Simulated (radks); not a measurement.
Species: Sr3+. Configuration: [Ar] 3d10 4s2 4p5.

Method: scalar-relativistic Kohn-Sham, r2SCAN, spin-polarised, spherical densities, finite nucleus; open shells are filled with parallel spins first (spin-orbit coupling, left out, can overturn this in heavy ions); meta-GGA in the generalised Kohn-Sham scheme; Fermi nuclear charge, rms radius 4.224 fm; computed with a radial shooting solver on a logarithmic mesh with Libxc functionals.

Energy parts (hartree):
total: -3177.78470
kinetic: 3258.93890
electron-nucleus: -7614.70259
Hartree: 1282.51182
exchange-correlation: -104.53283

Orbitals (lengths in bohr, moments of r in powers of bohr):
1s up: occ. 1; eigenvalue (hartree) -588.2383; <r> 0.03917; <1/r> 38.99; <r^4> 0.00001105
1s down: occ. 1; eigenvalue (hartree) -588.2317; <r> 0.03917; <1/r> 38.99; <r^4> 0.00001105
2s up: occ. 1; eigenvalue (hartree) -81.01413; <r> 0.1723; <1/r> 8.720; <r^4> 0.002120
2s down: occ. 1; eigenvalue (hartree) -81.01270; <r> 0.1723; <1/r> 8.720; <r^4> 0.002120
2p up: occ. 3; eigenvalue (hartree) -72.02858; <r> 0.1504; <1/r> 8.497; <r^4> 0.001531
2p down: occ. 3; eigenvalue (hartree) -72.02358; <r> 0.1504; <1/r> 8.497; <r^4> 0.001531
3s up: occ. 1; eigenvalue (hartree) -13.64893; <r> 0.4907; <1/r> 2.927; <r^4> 0.1198
3s down: occ. 1; eigenvalue (hartree) -13.64349; <r> 0.4907; <1/r> 2.926; <r^4> 0.1196
3p up: occ. 3; eigenvalue (hartree) -10.71567; <r> 0.4975; <1/r> 2.766; <r^4> 0.1387
3p down: occ. 3; eigenvalue (hartree) -10.70892; <r> 0.4974; <1/r> 2.766; <r^4> 0.1383
3d up: occ. 5; eigenvalue (hartree) -5.89066; <r> 0.4977; <1/r> 2.508; <r^4> 0.1859
3d down: occ. 5; eigenvalue (hartree) -5.88238; <r> 0.4971; <1/r> 2.509; <r^4> 0.1841
4s up: occ. 1; eigenvalue (hartree) -2.60538; <r> 1.329; <1/r> 1.008; <r^4> 5.998
4s down: occ. 1; eigenvalue (hartree) -2.55337; <r> 1.331; <1/r> 1.006; <r^4> 6.073
4p up: occ. 3; eigenvalue (hartree) -1.88757; <r> 1.487; <1/r> 0.8882; <r^4> 9.798
4p down: occ. 2; eigenvalue (hartree) -1.83796; <r> 1.493; <1/r> 0.8851; <r^4> 10.03

The highest occupied level is 4p down at -50.013 eV. The electron density at the nucleus is 6.194e+04 e/bohr^3 (large components only). Summed over all electrons, <r^2> = 22.17 bohr^2, which gives a Langevin (diamagnetic) susceptibility term of -17.6 x 10^-6 cm^3/mol. For comparison, the ionisation energy in NIST's Atomic Spectra Database is 56.280 eV (semi-empirical). In exact Kohn-Sham theory the highest level is minus the ionisation energy, but local and semilocal functionals leave it too shallow, through self-interaction and a potential that decays too fast; potentials with the right tail come closer. The density falls to 0.001 e/bohr^3 at r = 3.14 bohr. The spin density at the nucleus is 0.2583 e/bohr^3 (1s -0.3899, 2s 0.1861, 3s 0.3758, 4s 0.0863). Spin moment in Bohr magnetons: 1.
